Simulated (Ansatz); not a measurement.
Isolated molecules relaxed with PBE0-D4/def2-TZVP in Ansatz; ΔE leaves out vibrations. CCSD(T)/CBS is the MP2 limit (def2-TZVPP, def2-QZVPP) plus CCSD(T) − MP2 in def2-TZVPP, frozen cores. This one scheme is used for every species. Functionals use def2-TZVPP. HSE06 is defined as in plane-wave codes. One conformer a species, not always the lowest.

Reaction (substitution at a C–Si bond): `C#C[SiH2][AlH2]` + `CC(O)O` → `C#COC(C)O` + `[AlH2][SiH3]`

```tsv
level	ΔE (kJ/mol)
HSE06-D4	113.5
BHLYP-D4	119.1
r2SCANh	116.7
r2SCAN0	117.6
```

Question: What does CCSD(T)/CBS give? (An estimate is asked.)

Answer: Ansatz gave: +130.4 kJ/mol. The listed levels differ from it by -16.9, -11.3, -13.7, -12.8 kJ/mol.

Largest T1 diagnostic among the species: 0.013.

Leaving LDA and LC-ωPBE aside and taking each functional with its dispersion term where it has one, the values, not all of them listed here, spread over 12.6 kJ/mol, from PBE-D4 to PBE-QIDH. LDA lies −12.2 kJ/mol from PBE without D4. In def2-TZVPP, CCSD(T) changes the Hartree–Fock value by +5.9 kJ/mol (the triples alone add −0.2 kJ/mol) and MP2 by +12.4 kJ/mol. From PBE to PBE0 (25 % exact exchange), in def2-TZVPP and without D4, ΔE moves by +4.1 kJ/mol.
